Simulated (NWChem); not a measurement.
# C₂H₈OSi; SMILES CC[SiH2]O

```xyz
12

Si     0.4930    -0.7508     0.1179
O     -0.9378    -1.5040    -0.3083
C      0.5308     1.0518    -0.4126
C     -0.5771     1.9113     0.1914
H      1.5736    -1.5110    -0.5720
H      0.6920    -0.8262     1.6048
H     -1.7064    -1.3123     0.2352
H      0.4819     1.0767    -1.5154
H      1.5256     1.4537    -0.1472
H     -0.5213     1.9330     1.2921
H     -0.5283     2.9548    -0.1577
H     -1.5738     1.5265    -0.0792
```
Atoms are numbered in this order, from 1.

Results from NWChem. Geometry: optimised at PBE0/def2-SVP. Level: PBE0/def2-SVP with SMD (1 M gas to 1 M solution), gas-phase geometry. Reactions with the solvent are ignored.

For solvent toluene:

```yaml
cavity-dispersion-structure term (kcal/mol): -1.6
dipole in solution (D): 1.83
```

**Question.** Estimate the same quantities for solvent water.

**Answer.** 
| Property | Value |
|---|---|
| cavity-dispersion-structure term (kcal/mol) | 3.2 |
| dipole in solution (D) | 2.15 |
